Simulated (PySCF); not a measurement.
Electron correlation in Si²⁺ (silicon, charge +2)

[Ne] 3s1 4s1, high-spin 3S determinant (an excited configuration). All numbers are calculated (PySCF 2.14, the spin-free X2C one-electron Hamiltonian (Gaussian nucleus), in aug-cc-pCVTZ-DK). Frozen: 1s2; 10 electrons correlated.

| level | correlation energy (mhartree) |
| --- | --- |
| CCSD | -291.32 |
| (T) | -1.93 |
| CCSD(T) | -293.25 |

Diagnostics: T1 = 0.0047, D1 = 0.0200, largest double amplitude 0.059.

Is a single reference adequate?

Yes: T1 lies below 0.03 and no double amplitude reaches 0.07.
